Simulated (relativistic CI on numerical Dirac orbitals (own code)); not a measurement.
**How well does a small relativistic CI reproduce C2+?**

Computed by Dirac-Coulomb-Breit CI, KLI orbitals optimised for each configuration, QED by a radiative potential, valence Slater integrals scaled by 0.85, P86 correlation estimate, and configurations built on the next ion tied to the tabulated ionisation energy (semi-empirical) (own radial code, finite nucleus).

CI space (outside the closed core 1s2): 2s², 2s3s, 2s3p, 2s2p, 2s3d, 2s4s, 2p², 2p3s, 2p3p, 2s4p, 2s4d, 2s4f, 3s², 3s3p, 3p². Levels of other configurations are missing.

```csv
Configuration,Term (tabulated),J,Measured (cm⁻¹),Computed,Error,Purity (%)
2s²,1S,0,0.0,0,0,94
2s2p,3P°,0,52367.1,53229,862,100
2s2p,3P°,1,52390.8,53251,860,100
2s2p,3P°,2,52447.1,53306,858,100
2s2p,1P°,1,102352.0,103540,1188,99
2p²,3P,0,137425.7,138766,1340,100
2p²,3P,1,137454.4,138793,1339,100
2p²,3P,2,137502.0,138836,1334,100
2p²,1D,2,145876.1,150001,4125,98
2p²,1S,0,182519.9,184218,1698,93
2s3s,3S,1,238213.0,237993,-220,98
2s3s,1S,0,247170.3,245761,-1409,96
2s3p,1P°,1,258931.3,260916,1985,93
2s3p,3P°,0,259705.5,260176,471,99
2s3p,3P°,1,259711.2,260180,469,99
2s3d,3D,1,270010.8,269980,-31,99
2s3d,3D,2,270011.9,269981,-31,99
2s3d,1D,2,276482.9,277098,615,97
2p3s,3P°,0,308216.6,308927,710,99
2p3s,3P°,1,308248.9,308958,710,99
2p3s,3P°,2,308317.3,309025,708,99
2s4s,3S,1,309457.2,310507,1050,97
2p3s,1P°,1,310006.3,311369,1362,60
2s4s,1S,0,311721.5,312426,705,95
2s4p,3P°,0,317794.3,318874,1080,100
2s4p,3P°,1,317796.5,318877,1080,100
2s4p,3P°,2,317801.3,318882,1080,100
2p3p,1P,1,319720.3,321201,1480,100
2s4d,3D,1,321411.3,322029,618,81
2s4d,3D,2,321426.7,322037,610,81
2s4d,3D,3,321450.0,322049,599,82
2s4f,3F°,2,322003.7,324446,2442,100
2s4f,3F°,3,322009.6,324446,2436,100
2s4f,3F°,4,322018.0,324446,2428,100
2s4p,1P°,1,322404.2,324839,2435,64
2s4f,1F°,3,322702.0,324572,1870,100
2p3p,3D,2,323101.4,324135,1034,80
2p3p,3D,3,323140.3,324184,1044,81
2s4d,1D,2,324212.5,325747,1534,99
2p3p,3S,1,327278.3,327869,591,96
2p3p,3P,0,329685.4,329534,-151,100
2p3p,3P,1,329706.5,329554,-152,100
2p3p,3P,2,329743.6,329589,-155,100
2p3p,1S,0,345095.4,346849,1753,91
```

Measured levels from Moore, Selected Tables of Atomic Spectra, NSRDS-NBS 3, section 3; pairs were made by configuration, J and term (by order where the table uses no LS term), so strongly mixed levels may be paired wrongly.

Mean error by configuration (cm⁻¹): 2s2p 942; 2p² 1967; 2s3s -815; 2s3p 975; 2s3d 184; 2p3s 872; 2s4s 877; 2s4p 1419; 2p3p 681; 2s4d 840; 2s4f 2294. Over the excited levels the mean absolute error is 1132 cm⁻¹ (43 of the 66 excited levels that our extract of the source holds in range could be paired, and the others can miss by more), and the median relative error of those above 1,000 cm⁻¹ is 0.34 %.
